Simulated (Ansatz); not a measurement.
Calculated with Ansatz (gas phase, PBE0-D4/def2-TZVP geometries, no zero-point term in ΔE). CBS: MP2 limit from def2 TZ/QZ plus the TZ coupled-cluster correction, frozen cores. This one scheme is used for every species. DFT in def2-TZVPP. For Se outer-core shells are correlated without core-valence functions, which leaves a few kJ/mol of doubt a bond. Scalar relativity is left out up to krypton. Each species was taken in one conformer, which may not be the lowest.

Consider the cleavage of the Si–Al bond: `[CH3][AlH][SiH2][AlH2]` + H₂Se → `[CH3][AlH][SiH2][SeH]` + `[AlH3]`.

**Question.** Is it downhill or uphill in electronic energy at CCSD(T)/CBS, and by how much? (An estimate is asked.)

**Answer.** Computed: Downhill: ΔE = -9.6 kcal/mol.

**Question.** What do these levels give: PBE0-D4, PBE, r2SCAN, PBE0, HF/CBS(def2), MP2/CBS(def2)? (Best estimate.)

**Answer.** Ansatz gave: PBE0-D4 -7.2, PBE -5.6, r2SCAN -7.5, PBE0 -7.0, HF/CBS(def2) -12.6, MP2/CBS(def2) -12.2 kcal/mol.

Largest T1 diagnostic among the species: 0.013.

In def2-TZVPP, CCSD(T) changes the Hartree–Fock value by +4.1 kcal/mol (the triples alone add +0.5 kcal/mol) and MP2 by +1.5 kcal/mol. From PBE to PBE0 (25 % exact exchange), in def2-TZVPP and without D4, ΔE moves by −1.4 kcal/mol.
